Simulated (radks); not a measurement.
The numbers below are computed, except where a source is named.
Task: Radial electron density D(r) = 4 pi r^2 rho(r) of an atom or ion with 41 electrons. Level of theory: scalar-relativistic Kohn-Sham, LDA (Slater exchange, Perdew-Wang correlation), spin-polarised, spherical densities, finite nucleus; Fermi nuclear charge, rms radius of each element as measured or else 0.836 A^(1/3) + 0.57 fm (a radial shooting solver on a logarithmic mesh with Libxc functionals).

r (bohr)  D(r) (e/bohr)  spin D(r)
0.003426          6.534   0.000624
0.004606          10.43   0.000987
0.006193          16.12    0.00150
0.008326          23.82    0.00215
0.01119           33.17    0.00282
0.01505           42.74    0.00321
0.02023           49.81    0.00280
0.0272            51.52    0.00104
0.03658           47.70   -0.00184
0.04917           43.70   -0.00329
0.06611           47.47    0.00326
0.08889           58.69     0.0289
0.1195            63.18     0.0886
0.1607            51.27      0.196
0.216             39.34      0.335
0.2904            44.14      0.391
0.3905            46.53      0.222
0.525             29.66  -0.000376
0.7058            13.38      0.230
0.949             10.42       1.04
1.276             9.248       1.81
1.715             5.198       1.96
2.306             2.293       1.60
3.101             1.100       1.03
4.169            0.4762      0.474
5.605            0.1306      0.131
7.535           0.01797     0.0180
10.13          0.001024    0.00102

What is the nuclear charge?

Result: Z = 41. The innermost maximum, from 1s, lies near gamma/Z bohr with gamma = sqrt(1 - (Z/c)^2) = 0.954, here 0.0233 bohr (found: 0.0253), and its height grows with Z. The density is that of neutral niobium in [Kr] 4d4 5s1; the configuration itself is not fixed sharply by these data, and Z only to a few units. D(r) has 4 maxima, at r = 0.0253, 0.112, 0.352, 1.00 bohr, and minima at 0.0512, 0.227, 0.919 bohr, inside which lie 2.04, 11.06, 29.59 electrons.
